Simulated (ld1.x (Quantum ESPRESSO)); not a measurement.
# Which change was made? (Te, TM)

```
Element                 : tellurium (Te)
Generator               : ld1.x (Quantum ESPRESSO) 7.5
Type                    : norm-conserving Troullier–Martins (Kleinman–Bylander form)
Functional              : LDA (PZ)
Relativity              : scalar-relativistic
Frozen core             : [Kr]
Valence charge          : 16
Reference configuration : 4d10 5s2 5p2.5 (charge +1.5)
Partial waves           : 5s (bound): rc 1.80 bohr; 5p (bound): rc 1.65 bohr; 4d (bound): rc 1.45 bohr
Local potential         : all-electron potential smoothed inside 1.20 bohr (lloc = -2)
Core correction         : Bessel-smoothed model core inside 1.50 bohr
```

Cutoffs, loose and tight: the cutoffs (Ry, on a coarse ladder) from which the occupation-weighted sum of valence levels, in a spherical-Bessel basis at the reference potential, stays within 10 and 1 mRy of its value at 400 Ry. They do not see the model core or the augmentation charge, which bear on the density cutoff. Test errors are all-electron minus pseudo excitation energies from the reference, over the configurations 4d10 5s2 5p4; 4d10 5s2 5p3; 4d10 5s2 5p2; 4d10 5s1 5p5; 4d10 5s2 5p3.5; 4d10 5s2 5p0; 4d9 5s2 5p4 (two spin-polarised tests are not counted in the largest error); variants that change the core or the reference have their own tests. The largest error is taken over the tests solved by every variant that gives reliable tests at all, those not shown here included: 4d10 5s2 5p0; 4d10 5s2 5p2; 4d10 5s2 5p3; 4d9 5s2 5p4.

The base gives: outcome: generated; cutoff, loose: 100 Ry; cutoff, tight: 160 Ry; bound ghosts: s; largest test error (meV): +102.

**Question.** After one change the result is: outcome: generated; cutoff, loose: 160 Ry; cutoff, tight: 260 Ry; bound ghosts: s; largest test error (meV): -62. Which change was it?
A. wave 4d (bound): rc 1.45 bohr becomes 4d (bound): rc 1.14 bohr
B. reference 4d10 5s2 5p3
C. wave 5s (bound): rc 1.80 bohr becomes 5s (bound): rc 1.22 bohr

**Answer.** C. The others give: reference 4d10 5s2 5p3 → outcome: generated; cutoff, loose: 100 Ry; cutoff, tight: 160 Ry; bound ghosts: s; largest test error (meV): +250 | wave 4d (bound): rc 1.45 bohr becomes 4d (bound): rc 1.14 bohr → outcome: generated; cutoff, loose: 120 Ry; cutoff, tight: 200 Ry; bound ghosts: s; largest test error (meV): +87.
